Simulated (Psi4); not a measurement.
CH₂NO, charge +1, singlet, at a GFN2-xTB geometry, atoms displaced at random by about 0.03 Å a coordinate; PBE0/cc-pVDZ, gradient (Psi4).

Input for Psi4:
```
memory 2 GB

molecule mol {
1 1
  N    -1.097242    0.040552   -0.088719
  C     0.136771    0.017584    0.044368
  O     1.320080    0.049531    0.026222
  H    -1.642835    0.870302   -0.021746
  H    -1.648847   -0.844250   -0.179249
symmetry c1
no_reorient
no_com
}

set basis cc-pvdz
set reference rks

gradient('pbe0')
print_variables()
```

The log (banner, timings and long lists left out):

```
gradient() will perform analytic gradient computation.

   => Loading Basis Set <=

    Name: CC-PVDZ
    Role: ORBITAL
    Keyword: BASIS

         ---------------------------------------------------------
                                   SCF
               by Justin Turney, Rob Parrish, Andy Simmonett
                          and Daniel G. A. Smith
                              RKS Reference
         ---------------------------------------------------------

  ==> Geometry <==

    Molecular point group: c1
    Full point group: C1

    Geometry (in Angstrom), charge = 1, multiplicity = 1:

       Center              X                  Y                   Z               Mass
    ------------   -----------------  -----------------  -----------------  -----------------
         N           -1.097242000000     0.040552000000    -0.088719000000    14.003074004430
         C            0.136771000000     0.017584000000     0.044368000000    12.000000000000
         O            1.320080000000     0.049531000000     0.026222000000    15.994914619570
         H           -1.642835000000     0.870302000000    -0.021746000000     1.007825032230
         H           -1.648847000000    -0.844250000000    -0.179249000000     1.007825032230

  Running in c1 symmetry.

  Rotational constants: A =     10.44101  B =      0.33321  C =      0.32371 [cm^-1]
  Rotational constants: A = 313013.75020  B =   9989.39589  C =   9704.43443 [MHz]
  Nuclear repulsion =   65.111099583662806

  Charge       = 1
  Multiplicity = 1
  Electrons    = 22
  Nalpha       = 11
  Nbeta        = 11

  ==> Algorithm <==

  SCF Algorithm Type is DF.
  DIIS enabled.
  MOM disabled.
  Fractional occupation disabled.
  Guess Type is SAD.
  Energy threshold   = 1.00e-08
  Density threshold  = 1.00e-08
  Integral threshold = 1.00e-12

  ==> Primary Basis <==

  Basis Set: CC-PVDZ
    Blend: CC-PVDZ
    Number of shells: 24
    Number of basis functions: 52
    Number of Cartesian functions: 55
    Spherical Harmonics?: true
    Max angular momentum: 2

  ==> DFT Potential <==

   => LibXC <=

    Version 7.1.2
    S. Lehtola, C. Steigemann, M. J. T. Oliveira, and M. A. L. Marques,  SoftwareX 7, 1–5 (2018) (10.1016/j.softx.2017.11.002)

   => Composite Functional: PBE0 <=

    PBE0 Hyb-GGA Exchange-Correlation Functional

    C. Adamo and V. Barone,  J. Chem. Phys. 110, 6158 (1999) (10.1063/1.478522)
    M. Ernzerhof and G. E. Scuseria,  J. Chem. Phys. 110, 5029 (1999) (10.1063/1.478401)

    Deriv               =              1
    GGA                 =           TRUE
    Meta                =          FALSE

    Exchange Hybrid     =           TRUE
    MP2 Hybrid          =          FALSE

   => Exchange Functionals <=

    0.7500   Perdew, Burke & Ernzerhof

   => Exact (HF) Exchange <=

    0.2500               HF

   => Correlation Functionals <=

    1.0000   Perdew, Burke & Ernzerhof

   => LibXC Density Thresholds  <==

    XC_HYB_GGA_XC_PBEH:  1.00E-15

   => Molecular Quadrature <=

    Radial Scheme          =       TREUTLER
    Pruning Scheme         =           NONE
    Nuclear Scheme         =       TREUTLER

    Blocking Scheme        =         OCTREE
    BS radius alpha        =              1
    Pruning alpha          =              1
    Radial Points          =             75
    Spherical Points       =            302
    Total Points           =         108215
    Total Blocks           =            868
    Max Points             =            256
    Max Functions          =             52
    Weights Tolerance      =       1.00E-15

   => Loading Basis Set <=

    Name: (CC-PVDZ AUX)
    Role: JKFIT
    Keyword: DF_BASIS_SCF

  ==> Integral Setup <==

  SCF_SUBTYPE=INCORE selected. In-core MEM_DF algorithm will be used.
  Using in-core AOs.

  ==> MemDFJK: Density-Fitted J/K Matrices <==

    J tasked:                   Yes
    K tasked:                   Yes
    wK tasked:                   No
    Algorithm:                 Core
    Schwarz Cutoff:           1E-12
    Mask sparsity (%):       0.0000
    Fitting Condition:        1E-10

   => Auxiliary Basis Set <=

  Basis Set: (CC-PVDZ AUX)
    Blend: CC-PVDZ-JKFIT
    Number of shells: 90
    Number of basis functions: 256
    Number of Cartesian functions: 293
    Spherical Harmonics?: true
    Max angular momentum: 3

  Minimum eigenvalue in the overlap matrix is 5.6417257727E-03.
  Reciprocal condition number of the overlap matrix is 1.2773167685E-03.
    Using symmetric orthogonalization.

  ==> Pre-Iterations <==

  SCF Guess: Superposition of Atomic Densities via on-the-fly atomic UHF (no occupation information).

   -------------------------
    Irrep   Nso     Nmo
   -------------------------
     A         52      52
   -------------------------
    Total      52      52
   -------------------------

  ==> Iterations <==

                           Total Energy        Delta E     RMS |[F,P]|

   @DF-RKS iter SAD:  -168.75281515437911   -1.68753e+02   0.00000e+00
   @DF-RKS iter   1:  -168.68611614997366    6.66990e-02   9.95378e-03 ADIIS/DIIS
   @DF-RKS iter   2:  -168.51148679886973    1.74629e-01   1.64334e-02 ADIIS/DIIS
   @DF-RKS iter   3:  -168.77045695855739   -2.58970e-01   4.08136e-03 ADIIS/DIIS
   @DF-RKS iter   4:  -168.78759449182610   -1.71375e-02   1.11470e-03 ADIIS/DIIS
   @DF-RKS iter   5:  -168.78900113420053   -1.40664e-03   1.51314e-04 ADIIS/DIIS
   @DF-RKS iter   6:  -168.78903348106687   -3.23469e-05   9.15629e-06 DIIS
   @DF-RKS iter   7:  -168.78903359670181   -1.15635e-07   1.71702e-06 DIIS
   @DF-RKS iter   8:  -168.78903360320672   -6.50491e-09   2.62787e-07 DIIS
   @DF-RKS iter   9:  -168.78903360339945   -1.92728e-10   6.87366e-08 DIIS
   @DF-RKS iter  10:  -168.78903360340732   -7.87281e-12   1.06543e-08 DIIS
   @DF-RKS iter  11:  -168.78903360340740   -8.52651e-14   2.07177e-09 DIIS
  Energy and wave function converged.

  ==> Post-Iterations <==

   Electrons on quadrature grid:
      Ntotal   =   21.9999996858 ; deviation = -3.142e-07

    Orbital Energies [Eh]
    ---------------------

    Doubly Occupied:

[...]
    Virtual:

[...]
    Final Occupation by Irrep:
              A
    DOCC [    11 ]
    NA   [    11 ]
    NB   [    11 ]

  @DF-RKS Final Energy:  -168.78903360340740

   => Energetics <=

    Nuclear Repulsion Energy =             65.1110995836628064
    One-Electron Energy =                -351.1501292063093729
    Two-Electron Energy =                 133.2614040670088968
    DFT Exchange-Correlation Energy =     -16.0114080477697271
    Empirical Dispersion Energy =           0.0000000000000000
    VV10 Nonlocal Energy =                  0.0000000000000000
    Total Energy =                       -168.7890336034074039

Computation Completed

Properties will be evaluated at   0.000000,   0.000000,   0.000000 [a0]

Properties computed using the SCF density matrix

 Multipole Moments:

 ------------------------------------------------------------------------------------
     Multipole            Electronic (a.u.)      Nuclear  (a.u.)        Total (a.u.)
 ------------------------------------------------------------------------------------

 L = 1.  Multiply by 2.5417464519 to convert [e a0] to [Debye]
 Dipole X            :         -2.4776120            0.7726901           -1.7049218
 Dipole Y            :         -1.5311223            1.5338302            0.0027079
 Dipole Z            :          0.6157548           -0.6539284           -0.0381736
 Magnitude           :                                                    1.7053513

 ------------------------------------------------------------------------------------

         ------------------------------------------------------------
                                   SCF GRAD
                          Rob Parrish, Justin Turney,
                       Andy Simmonett, and Alex Sokolov
         ------------------------------------------------------------

  ==> Geometry <==

    Molecular point group: c1
    Full point group: C1

    Geometry (in Angstrom), charge = 1, multiplicity = 1:

       Center              X                  Y                   Z               Mass
    ------------   -----------------  -----------------  -----------------  -----------------
         N           -1.097242000000     0.040552000000    -0.088719000000    14.003074004430
         C            0.136771000000     0.017584000000     0.044368000000    12.000000000000
         O            1.320080000000     0.049531000000     0.026222000000    15.994914619570
         H           -1.642835000000     0.870302000000    -0.021746000000     1.007825032230
         H           -1.648847000000    -0.844250000000    -0.179249000000     1.007825032230

  Nuclear repulsion =   65.111099583662806

  ==> Basis Set <==

  Basis Set: CC-PVDZ
    Blend: CC-PVDZ
    Number of shells: 24
    Number of basis functions: 52
    Number of Cartesian functions: 55
    Spherical Harmonics?: true
    Max angular momentum: 2

  ==> DFJKGrad: Density-Fitted SCF Gradients <==

    Gradient:                    1
    J tasked:                  Yes
    K tasked:                  Yes
    wK tasked:                  No
    Integrals threads:           1
    Schwarz Cutoff:          1E-12
    Fitting Condition:       1E-10

   => Auxiliary Basis Set <=

  Basis Set: (CC-PVDZ AUX)
    Blend: CC-PVDZ-JKFIT
    Number of shells: 90
    Number of basis functions: 256
    Number of Cartesian functions: 293
    Spherical Harmonics?: true
    Max angular momentum: 3

  ==> DFT Potential <==

   => LibXC <=

    Version 7.1.2
    S. Lehtola, C. Steigemann, M. J. T. Oliveira, and M. A. L. Marques,  SoftwareX 7, 1–5 (2018) (10.1016/j.softx.2017.11.002)

   => Composite Functional: PBE0 <=

    PBE0 Hyb-GGA Exchange-Correlation Functional

    C. Adamo and V. Barone,  J. Chem. Phys. 110, 6158 (1999) (10.1063/1.478522)
    M. Ernzerhof and G. E. Scuseria,  J. Chem. Phys. 110, 5029 (1999) (10.1063/1.478401)

    Deriv               =              1
    GGA                 =           TRUE
    Meta                =          FALSE

    Exchange Hybrid     =           TRUE
    MP2 Hybrid          =          FALSE

   => Exchange Functionals <=

    0.7500   Perdew, Burke & Ernzerhof

   => Exact (HF) Exchange <=

    0.2500               HF

   => Correlation Functionals <=

    1.0000   Perdew, Burke & Ernzerhof

   => LibXC Density Thresholds  <==

    XC_HYB_GGA_XC_PBEH:  1.00E-15

   => Molecular Quadrature <=

    Radial Scheme          =       TREUTLER
    Pruning Scheme         =           NONE
    Nuclear Scheme         =       TREUTLER

    Blocking Scheme        =         OCTREE
    BS radius alpha        =              1
    Pruning alpha          =              1
    Radial Points          =             75
    Spherical Points       =            302
    Total Points           =         108215
    Total Blocks           =            868
    Max Points             =            256
    Max Functions          =             52
    Weights Tolerance      =       1.00E-15

  -Total Gradient:
     Atom            X                  Y                   Z
    ------   -----------------  -----------------  -----------------
       1        0.035577587233     0.041341605605     0.001600906815
       2       -0.143704908044    -0.009590046132     0.011830701380
       3        0.107059494669     0.005868707895    -0.009127656344
       4        0.011447104967    -0.028500452507    -0.002996718955
       5       -0.010380086397    -0.009123861858    -0.001306495779

  Variable Map:
  ----------------------------------------------------------------------------
[...]
  Array Variable Map:
  ----------------------------------------------------------------------------
[...]
[...]
```
